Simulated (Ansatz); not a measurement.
Species: Br2, charge 1, doublet. Br2+ (parent SMILES BrBr, doublet).
B3LYP-D3(BJ)/def2-TZVP minimum from Ansatz (a program for electronic structure):
```
Br
Br 1 2.2221
```
Charge +1, spin multiplicity 2.

Hartree-Fock and CCSD correlation energies in hartree (Ansatz). Radicals and triplets start from unrestricted determinants; spin-orbit coupling is neglected. Cores are frozen in correlated methods (noble-gas shells, and filled d and f shells in the p block). No relativity. Spin-orbit terms, left out, reach several kcal/mol for Br and I, and more for heavier atoms. The determinant of Br2+ (parent SMILES BrBr, doublet) is a saddle point of the SCF energy; a lower one exists, which strains HF and MP2. The spin of Br2+ (parent SMILES BrBr, doublet) was assumed, and the state is the lowest solution found for it.

```tsv
basis	X	E(HF)	E(corr, CCSD)
cc-pVTZ	3	-5144.54251	-0.33494
cc-pVQZ	4	-5144.54965	-0.36421
cc-pV5Z	5	-5144.55042	withheld
```

Problem. Fit E(corr) = E∞ + A/X³ to X = 3 and 4, predict X = 5, and compare with the run.

Solution. A = (-0.33494 - (-0.36421))/(1/27 - 1/64) = 1.3670; E∞ = -0.36421 - A/64 = -0.38557; at X = 5, E∞ + A/125 = -0.37463. The run gave -0.37460, 0.03 mEh above the prediction. The same form on X = 4 and 5 gives E∞ = -0.38550, 0.07 mEh above the first estimate.
